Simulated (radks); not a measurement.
Problem. The boron ion B+, [He] 2s2. All-electron calculation, non-relativistic Kohn-Sham, exchange-only PBE, spin-polarised, spherical densities, point nucleus. Program: a radial shooting solver on a logarithmic mesh with Libxc functionals. Every spin shell is full or empty, so the densities are truly spherical. Functionals are evaluated on that one density, not self-consistently. Rank these orbital-free kinetic functionals by their error against the exact value of the orbitals, and give that value: Thomas-Fermi, von Weizsacker, TF + vW, TF + vW/9, TF + vW/5, LC94, APBEK, revAPBEK, Perdew 92, Thakkar, Pearson, LKT, PG1, DePristo-Kress.

Solution. Exact: 24.2019 hartree. From best to worst, with 100 (|E| - |E exact|)/|E exact| (equal figures are ties): Thakkar +0.05, APBEK -0.16, Perdew 92 -0.16, LC94 -0.18, TF + vW/9 -0.18, revAPBEK +0.65, DePristo-Kress -1.62, Pearson -4.39, TF + vW/5 +7.98, von Weizsacker -8.22, Thomas-Fermi -10.37, PG1 +45.41, LKT +52.76, TF + vW +81.40.
